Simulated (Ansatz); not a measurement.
C2H7GeNSi can be A, `C[SiH]([GeH3])C#N`, or B, `[SiH3]/N=[C]1/[CH2][GeH2]1`.

Gas-phase electronic energies from Ansatz, PBE0-D4/def2-TZVP geometries. CCSD(T)/CBS adds triple-zeta CCSD(T) − MP2 to the extrapolated MP2 energy (def2 sets, frozen cores). DFT in def2-TZVPP. B3LYP here is the variant with VWN-RPA as its local correlation; programs differ in this. For Ge outer-core shells are correlated without core-valence functions, which leaves a few kJ/mol of doubt a bond. Scalar relativity is left out up to krypton.

Problem. Which is lower in electronic energy at CCSD(T)/CBS, and by how much? (Best estimate.)

Solution. The calculation gave: A, by 212.5 kJ/mol.

Problem. Give E(B) − E(A) in kJ/mol with B2PLYP, B3LYP-D4, CCSD/def2-TZVPP, ωB97M-V, MP2/def2-TZVPP, PBE-D4, PBE0-D4. (Estimate.)

Solution. The calculation gave: B2PLYP 214.9, B3LYP-D4 205.1, CCSD/def2-TZVPP 227.8, ωB97M-V 212.9, MP2/def2-TZVPP 218.7, PBE-D4 185.8, PBE0-D4 196.2. None reverses the order clearly.

Largest T1 diagnostic: 0.014.

From PBE to PBE0 (25 % exact exchange), in def2-TZVPP and without D4, E(B) − E(A) moves by +10.0 kJ/mol. In def2-TZVPP, CCSD(T) changes the Hartree–Fock value by −31.6 kJ/mol (the triples alone add −7.7 kJ/mol) and MP2 by −33.0 kJ/mol.
